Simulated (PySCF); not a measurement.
C3H9B, triplet, geometry from GFN2-xTB (a higher spin typed on purpose: for a closed-shell molecule this is an excited state). Base run: HF/3-21G in PySCF.

Here is a job for PySCF.
```python
from pyscf import gto, scf

mol = gto.Mole()
mol.atom = '''
    B     0.056504    0.394173    0.342159
    C     1.419549   -0.135185   -0.483721
    H     1.238968   -1.032474   -1.071874
    H     2.089372   -0.364748    0.339334
    H     1.851268    0.630049   -1.116933
    C    -0.565838   -0.649724    1.372868
    H    -0.798117   -1.618881    0.914106
    H    -1.492852   -0.288875    1.822015
    H     0.102065   -0.855387    2.211265
    C    -0.856706    0.673337   -1.039255
    H    -1.793042    1.014279   -0.608193
    H    -1.028166   -0.227191   -1.625182
    H    -0.434045    1.441789   -1.674678
'''
mol.basis = '3-21g'
mol.charge = 0
mol.spin = 2
mol.verbose = 5
mol.build()

mf = scf.UHF(mol)
mf.kernel()
```

Each row names what was changed in the base input (with any setting that the change needs).

```json
[
 {"change": "base", "E (Eh)": "-142.58487", "HOMO (eV)": "-7.19", "dipole (D)": "1.80", "<S^2>": "2.013", "core-seconds (rough)": "1.0"},
 {"change": "functional = pw91,pw91", "E (Eh)": "-143.56537", "HOMO (eV)": "-2.72", "dipole (D)": "1.64", "<S^2>": "2.002", "core-seconds (rough)": "10"},
 {"change": "functional = pw6b95", "E (Eh)": "-143.82860", "HOMO (eV)": "-3.89", "dipole (D)": "1.71", "<S^2>": "2.003", "core-seconds (rough)": "20"},
 {"change": "functional = m06", "E (Eh)": "-143.56409", "HOMO (eV)": "-3.59", "dipole (D)": "1.67", "<S^2>": "2.004", "core-seconds (rough)": "20"},
 {"change": "functional = tpssh", "E (Eh)": "-143.67228", "HOMO (eV)": "-3.40", "dipole (D)": "1.69", "<S^2>": "2.003", "core-seconds (rough)": "20"},
 {"change": "functional = b3lyp; dispersion = d3bj", "E (Eh)": "-143.66830", "HOMO (eV)": "-3.61", "dipole (D)": "1.68", "<S^2>": "2.003", "core-seconds (rough)": "10"},
 {"change": "functional = b3lyp5", "E (Eh)": "-143.53863", "HOMO (eV)": "-3.52", "dipole (D)": "1.68", "<S^2>": "2.003", "core-seconds (rough)": "10"},
 {"change": "functional = hse06", "E (Eh)": "-143.47147", "HOMO (eV)": "-3.53", "dipole (D)": "1.73", "<S^2>": "2.003", "core-seconds (rough)": "20"},
 {"change": "functional = pbe; dispersion = d4", "E (Eh)": "-143.43274", "HOMO (eV)": "-2.67", "dipole (D)": "1.64", "<S^2>": "2.002", "core-seconds (rough)": "10"},
 {"change": "functional = bhandhlyp", "E (Eh)": "-143.54341", "HOMO (eV)": "-4.97", "dipole (D)": "1.75", "<S^2>": "2.005", "core-seconds (rough)": "10"},
 {"change": "functional = camb3lyp", "E (Eh)": "-143.53983", "HOMO (eV)": "-5.14", "dipole (D)": "1.75", "<S^2>": "2.003", "core-seconds (rough)": "20"},
 {"change": "functional = r2scan", "E (Eh)": "-143.55698", "HOMO (eV)": "-3.09", "dipole (D)": "1.67", "<S^2>": "2.004", "core-seconds (rough)": "20"},
 {"change": "functional = pbe", "E (Eh)": "-143.42522", "HOMO (eV)": "-2.67", "dipole (D)": "1.64", "<S^2>": "2.002", "core-seconds (rough)": "10"}
]
```

Absolute energies of different levels of theory aren't comparable as measures of quality.

Open shells are given as the SCF converged; they aren't shown to be the lowest states, and a large step between rows can be another state.
